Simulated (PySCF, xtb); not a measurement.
WCl₃, SMILES [Cl][W]([Cl])[Cl] (connectivity only; charge and spin as stated), neutral, multiplicity 4.

Harmonic wavenumbers (cm⁻¹) from GFN2-xTB run with xtb at its own minimum, in rising order: 76, 99, 99, 336, 362, 362.

What does PySCF with B3LYP-D3(BJ)/def2-SVP give at its own minimum? (Estimate from the structure and the level; the computed values follow.)

76, 96, 96, 385, 409, 409. Paired by order, the mean absolute difference is 25 cm⁻¹ and the zero-point energies are 1.9 and 2.1 kcal/mol.
